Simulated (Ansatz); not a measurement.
Input file for FH3Se3Sn, SMILES `[F][Sn]([SeH])([SeH])[SeH]`:

```yaml
crystal:
  periodic: [false, false, false]
  atoms:
    - {symbol: F, position_ang: [-1.349298, 0.007798, 1.409740]}
    - {symbol: Sn, position_ang: [0.065122, -0.255236, 0.133386]}
    - {symbol: Se, position_ang: [2.266181, -0.192408, 1.336745]}
    - {symbol: Se, position_ang: [-0.313554, 1.667010, -1.443095]}
    - {symbol: Se, position_ang: [-0.238281, -2.543933, -0.842317]}
    - {symbol: H, position_ang: [2.458854, 1.199041, 0.904811]}
    - {symbol: H, position_ang: [-1.152411, 2.297138, -0.412465]}
    - {symbol: H, position_ang: [-1.644413, -2.236410, -1.142603]}
basis:
  gaussian: {orbitals: def2-SVP}
correlation: {method: ccsd_t}
```

```sh
$ ansatz run in.yaml --threads 4 --pin off --events-out ev --progress --plain --max-ram 11315MiB
```

Output of Ansatz, abridged:

```
Functional definition: HF
1548 factors; integrals over basis functions are off by at most 1.1e-3 eV
mean field evaluation 1: about -204442.0381 eV, gradient 3.3e1 eV
mean field evaluation 2: about -204442.0867 eV, gradient 3.3e1 eV
mean field evaluation 4: about -204444.9020 eV, gradient 2.6e0 eV
mean field evaluation 8: about -204444.9497 eV, gradient 2.9e-1 eV
mean field -204444.95013467 eV, -7513.2133396847 hartree, gradient 1.1e-6 eV, S^2 0.000000; 0 other end points of the search recorded, 0 dependent functions left out
32 core orbitals not correlated: weight in the atoms' cores, before any rotation towards them, 1.000 or more for the frozen orbitals, at most 0.000 for the correlated occupied ones
reference -204444.95013467 eV, -7513.2133396847 hartree; 36, 36 occupied and 83, 83 virtual orbitals, 1548 factors
second order -27.28594162 eV of doubles, -0.00000000 eV of singles
cycle   1  -27.04700998 eV  change    2.4e-1 eV  update   1.2e-1
cycle   2  -27.69574198 eV  change   -6.5e-1 eV  update   3.7e-2
cycle   3  -27.83320992 eV  change   -1.4e-1 eV  update   2.0e-2
cycle   4  -27.81656277 eV  change    1.7e-2 eV  update   4.7e-3
cycle   5  -27.81356213 eV  change    3.0e-3 eV  update   2.0e-3
cycle   6  -27.81430852 eV  change   -7.5e-4 eV  update   6.5e-4
cycle   7  -27.81371961 eV  change    5.9e-4 eV  update   2.3e-4
cycle   8  -27.81357279 eV  change    1.5e-4 eV  update   7.8e-5
cycle   9  -27.81362600 eV  change   -5.3e-5 eV  update   3.5e-5
perturbative correction -0.72625161 eV, -0.0266892543 hartree
Total energy: -204473.49001228 eV, -7514.2621608417 hartree
```

It took 41 s on 4 threads of an Intel Xeon Platinum 8375C on a shared host, with 1.3 GiB of host memory at the peak.

The correlation energy is -28.540 eV, 2.5 % of it from (T); the T1 diagnostic reads 0.0093.
